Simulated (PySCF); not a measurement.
## How methods differ on the excitation energy of Ar²⁺

Ar²⁺ [Ne] 3s2 3p4 (3P) → Ar²⁺ [Ne] 3s2 3p3 4s1 (5S), as a difference of total energies. Computed with PySCF 2.14 in aug-cc-pVQZ-DK (7s6p4d3f2g, 84 functions), with scalar relativity by spin-free X2C-1e. Correlated levels: valence: [Ne] frozen. The calculations carry no spin-orbit coupling.

```tsv
method	excitation energy (cm⁻¹)
UHF	168310
MP2 (valence)	171800
SCS-MP2 (valence)	174050
CCSD (valence)	172890
CCSD(T) (valence)	172810
```

A first-order spin-orbit estimate (lowest level to lowest level, LS coupling) adds 0.063 eV.

The promoted electron is Rydberg-like, and one or two diffuse shells describe it only roughly, which tends to raise the upper state.
